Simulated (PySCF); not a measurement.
A geometry optimisation, step by step.

Cyclopentanemethanol, C6H12O.
Bonds: O1–C2, C2–C3, C3–C4, C4–C5, C5–C6, C6–C7, C3–C7. Hydrogens: H8 on O1; H9, H10 on C2; H11 on C3; H12, H13 on C4; H14, H15 on C5; H16, H17 on C6; H18, H19 on C7.

Computed by this run: PBE0-D3(BJ)/def2-SVP geometry optimisation, gas phase (PySCF); density fitting, grid level 2; the optimiser is geomeTRIC in internal coordinates, started from a GFN2-xTB structure. The frame can shift and turn from step to step; on so coarse a grid that alone can change the energy by a few meV, and forces under 0.02 eV/Å are noise.

Step 0: E = -8449.2817 eV, largest atomic force 0.895 eV/Å
```
atom  x, y, z in Å  |  force x, y, z in eV/Å
O1      2.664   -1.125   -0.341   -0.079  -0.090  -0.033
C2      1.884    0.027   -0.558    0.139  -0.398   0.790
C3      0.611    0.056    0.288    0.145  -0.113  -0.802
C4     -0.320   -1.129    0.010   -0.130   0.403   0.536
C5     -1.688   -0.613    0.439    0.309   0.181  -0.433
C6     -1.702    0.814   -0.109    0.279  -0.202   0.288
C7     -0.250    1.307    0.021   -0.143  -0.357   0.120
H8      2.861   -1.190    0.600   -0.036   0.080  -0.049
H9      1.631    0.009   -1.620   -0.152   0.133  -0.296
H10     2.477    0.934   -0.358    0.062   0.297  -0.074
H11     0.901    0.034    1.346    0.094   0.005   0.287
H12    -0.323   -1.347   -1.059    0.017  -0.136  -0.413
H13    -0.017   -2.030    0.541    0.139  -0.372   0.065
H14    -2.507   -1.216    0.051   -0.347  -0.245  -0.030
H15    -1.755   -0.600    1.529   -0.053  -0.032   0.389
H16    -2.401    1.455    0.426   -0.309   0.246   0.083
H17    -1.998    0.796   -1.158   -0.151   0.022  -0.346
H18    -0.151    2.022    0.838    0.078   0.308   0.207
H19     0.072    1.805   -0.893    0.137   0.269  -0.289
```

Step 1: E = -8449.3250 eV, largest atomic force 0.188 eV/Å
```
atom  x, y, z in Å  |  force x, y, z in eV/Å
O1      2.483   -1.100   -0.210    0.022  -0.011   0.019
C2      1.748    0.072   -0.432   -0.098   0.061  -0.148
C3      0.432    0.108    0.327    0.054  -0.018   0.107
C4     -0.492   -1.079    0.043    0.040  -0.076  -0.051
C5     -1.863   -0.567    0.460   -0.079  -0.050   0.064
C6     -1.881    0.860   -0.088   -0.084   0.053  -0.045
C7     -0.428    1.357    0.034    0.066   0.095   0.004
H8      2.655   -1.161    0.735    0.015  -0.012   0.008
H9      1.530    0.102   -1.516    0.043  -0.002   0.068
H10     2.338    0.984   -0.204    0.000  -0.030   0.013
H11     0.673    0.097    1.410   -0.035  -0.002  -0.053
H12    -0.486   -1.298   -1.042    0.001   0.014   0.044
H13    -0.179   -2.002    0.554   -0.004   0.028  -0.018
H14    -2.698   -1.184    0.090    0.029   0.016   0.015
H15    -1.935   -0.554    1.563    0.008   0.002  -0.047
H16    -2.600    1.512    0.432    0.016  -0.021  -0.018
H17    -2.186    0.840   -1.148    0.016  -0.003   0.041
H18    -0.319    2.106    0.835    0.001  -0.020  -0.026
H19    -0.098    1.854   -0.895   -0.011  -0.026   0.022
```

Step 2: E = -8449.3260 eV, largest atomic force 0.037 eV/Å
```
atom  x, y, z in Å  |  force x, y, z in eV/Å
O1      2.485   -1.098   -0.210    0.007  -0.025   0.003
C2      1.746    0.072   -0.434   -0.022   0.029  -0.007
C3      0.432    0.106    0.327    0.017  -0.011   0.017
C4     -0.493   -1.081    0.042    0.002  -0.005  -0.015
C5     -1.865   -0.567    0.461   -0.009  -0.005   0.007
C6     -1.882    0.861   -0.088   -0.009   0.005  -0.003
C7     -0.426    1.358    0.034    0.008   0.014   0.001
H8      2.660   -1.161    0.735    0.002   0.007  -0.006
H9      1.535    0.104   -1.517    0.005  -0.006   0.009
H10     2.336    0.983   -0.202    0.000   0.001   0.006
H11     0.671    0.095    1.409   -0.006   0.000  -0.008
H12    -0.487   -1.298   -1.041   -0.003   0.005   0.003
H13    -0.180   -2.003    0.552    0.001   0.002   0.001
H14    -2.699   -1.184    0.092    0.001   0.001  -0.001
H15    -1.936   -0.554    1.563    0.006   0.004  -0.003
H16    -2.601    1.513    0.431    0.001  -0.003   0.002
H17    -2.186    0.840   -1.147    0.007  -0.002   0.001
H18    -0.316    2.107    0.833    0.000  -0.002  -0.001
H19    -0.096    1.852   -0.895   -0.006  -0.009  -0.004
```

Step 3: E = -8449.3260 eV, largest atomic force under 0.02 eV/Å
```
atom  x, y, z in Å  |  force x, y, z in eV/Å
O1      2.485   -1.099   -0.211   -0.001  -0.010   0.001
C2      1.745    0.072   -0.433    0.000   0.010   0.006
C3      0.432    0.106    0.328    0.001  -0.005  -0.005
C4     -0.494   -1.081    0.041   -0.001   0.002   0.000
C5     -1.865   -0.567    0.462    0.001   0.000  -0.004
C6     -1.882    0.861   -0.088    0.000  -0.001   0.004
C7     -0.426    1.358    0.034   -0.001   0.002   0.003
H8      2.662   -1.160    0.734    0.004   0.003   0.000
H9      1.535    0.104   -1.516   -0.001   0.000  -0.004
H10     2.335    0.983   -0.200    0.000   0.000   0.002
H11     0.670    0.093    1.409   -0.003   0.000   0.004
H12    -0.489   -1.296   -1.042   -0.001   0.003  -0.003
H13    -0.180   -2.003    0.551    0.001  -0.002   0.000
H14    -2.700   -1.183    0.093   -0.002  -0.001   0.000
H15    -1.935   -0.553    1.563    0.004   0.003   0.003
H16    -2.600    1.514    0.431   -0.002   0.000   0.002
H17    -2.185    0.840   -1.147    0.002   0.000  -0.003
H18    -0.315    2.107    0.832    0.001   0.002   0.000
H19    -0.097    1.850   -0.896   -0.002  -0.004  -0.004
```

Q: Summarise the path.

A: The energy falls by 0.0443 eV from step 0 to step 3; nine tenths of that is first reached at step 1. It falls at every step. The largest force goes from 0.895 to under 0.02 eV/Å. Among the bonds C4–H12 changes most, from 1.091 to 1.105 Å; the atoms move by 0.041 Å rms after alignment.

Q: Follow the three bonds and two angles with the largest change from start to end.

A: 
| step | E above end (eV) | largest force (eV/Å) | C4–H12 (Å) | C7–H19 (Å) | C5–H15 (Å) | H9–C2–H10 (°) | H12–C4–H13 (°) |
| --- | --- | --- | --- | --- | --- | --- | --- |
| 0 | 0.0443 | 0.895 | 1.091 | 1.090 | 1.092 | 108.3 | 108.3 |
| 1 | 0.0011 | 0.188 | 1.107 | 1.104 | 1.105 | 106.4 | 106.8 |
| 2 | 0.0001 | 0.037 | 1.105 | 1.103 | 1.104 | 106.4 | 106.8 |
| 3 | 0.0000 | under 0.02 | 1.105 | 1.103 | 1.104 | 106.5 | 106.8 |

The cost below is that of the whole optimisation. The run took 48 s on one thread of an Arm Neoverse V2, shared host with 192 logical CPUs at a one-minute load of 119, and the process peaked at 0.74 GiB of memory.
